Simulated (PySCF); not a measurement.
Predicted microwave data (wB97X-D/def2-SVPD in PySCF (dipole) on a GFN2-xTB geometry, gas phase) for one isomer of C4H5N3:

| Property | Result |
| --- | --- |
| Rotational constants | A = 8501, B = 2054, C = 1654 MHz |
| Dipole components | \|μa\| = 4.22 D, \|μb\| = 2.03 D, \|μc\| = 0.00 D |
| Inertial defect | 0.00 u·Å² |
| κ | -0.88 |

Problem. Which candidate fits, each taken in the one conformer that was computed?
A. `CC1=NC=NN=C1`
B. `[CH2:1]=[CH:2][c:3]1[cH:4][n:5][n:6][nH:7]1` with C1–C2–C3–C4 0°

Solution. B. It is C=Cc1cnn[nH]1, an asymmetric top, point group Cs. The candidates at the same level (rigid rotor, commonest isotopes):

```tsv
SMILES	A (MHz)	B (MHz)	C (MHz)	μa (D)	μb (D)	μc (D)	Δ (u·Å²)	point group	rotor
C=Cc1cnn[nH]1	8501	2054	1654	4.22	2.03	0.00	0.00	Cs	asymmetric top
Cc1cnncn1	6258	2738	1927	3.45	0.09	0.00	-3.12	Cs	asymmetric top
```

`Cc1cnncn1` has B 33 % too high. In the right answer the mirror of this Cs structure is the ab plane, so μc vanishes by symmetry. No structure here is proved a minimum.
